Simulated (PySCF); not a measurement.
SMILES C[CH]NCC (C4H10N), doublet at its GFN2-xTB optimised geometry (Å):

```
15

C      1.8012    -0.6145     0.0000
C      0.3165    -0.6145     0.0000
N     -0.3456     0.6143     0.0000
C     -1.7643     0.6311     0.2667
C     -2.1162     0.3568     1.7317
H      2.2281    -0.3201    -0.9695
H      2.1866     0.0802     0.7478
H      2.1726    -1.6116     0.2299
H     -0.2046    -1.4031    -0.5189
H      0.1618     1.3263     0.5129
H     -2.2281    -0.1280    -0.3683
H     -2.1504     1.6116    -0.0295
H     -3.1945     0.3438     1.8664
H     -1.6942     1.1260     2.3758
H     -1.7103    -0.6069     2.0305
```

Level of theory: PySCF with unrestricted CAM-B3LYP/def2-TZVP.

Map of the HOMO−1 amplitude (α) (bohr^(-3/2)) on the plane z = 0.8 Å; orbital energy -9.82 eV, overall sign arbitrary:

```
|555555555555555555555555555|
|555555555555555555555555555|
|555555555555555555555555555|
|555555555555555555555555555|
|555555555555555555555555555|
|555555555555555555555555555|
|555555555555555555555555555|
|555555555555555555555555555|
|555555555555666555555555555|
|555555544556676655555555555|
|555554422457887655555555555|
|555554200258997655444455555|
|555554200258998655433455555|
|555554322367998754323445555|
|555554433467899764323445555|
|555555444567899764333445555|
|555555555566788754334455555|
|555555555556677654444455555|
|555555555556666555444455555|
|555555555555555555544555555|
|555555555555555555555555555|
|555555555555555555555555555|
|555555555555555555555555555|
|555555555555555555555555555|
|555555555555555555555555555|
|555555555555555555555555555|
|555555555555555555555555555|
```
Scale: ten equal steps from -0.139 (start of '0') to 0.118 (end of '9'), in the order '0123456789'; x runs from -4.50 to 4.50, y from -4.50 (bottom) to 4.50 (top).
